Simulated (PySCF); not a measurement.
CH6BFO2Si, SMILES COB(F)O[SiH3].

Geometry: r2SCAN-D4/def2-SVP. This is a generated structure with no PubChem entry under its InChIKey; it may be hypothetical. Other conformers were not sampled.

Method: TDA-PBE/def2-SVPD run with PySCF.

Vertical excitations. The molecule is in vacuum.

**Question.** Estimate the UV-visible absorptions. (The exact figures need the calculation; the answer reports its results.)

**Answer.** 
```csv
state,energy (eV),λ (nm),f,main pairs
S1,6.60,188,0.000,HOMO→LUMO 100 %
S2,7.18,173,0.011,HOMO−1→LUMO 98 %
S3,7.25,171,0.001,HOMO−2→LUMO 97 %
S4,7.31,170,0.001,HOMO−3→LUMO 98 %
S5,7.39,168,0.000,HOMO→LUMO+1 97 %
S6,7.74,160,0.022,HOMO→LUMO+3 99 %
S7,7.94,156,0.035,HOMO−1→LUMO+1 86 %
S8,7.97,156,0.085,HOMO→LUMO+2 76 %
S9,8.04,154,0.028,HOMO−2→LUMO+1 98 %
S10,8.10,153,0.008,HOMO−3→LUMO+1 98 %
T1,6.47,192,0,HOMO→LUMO 98 %
T2,6.87,180,0,HOMO−1→LUMO 98 %
T3,7.00,177,0,HOMO−2→LUMO 94 %
T4,7.24,171,0,HOMO−3→LUMO 99 %
```
Triplets are in the Tamm–Dancoff approximation.
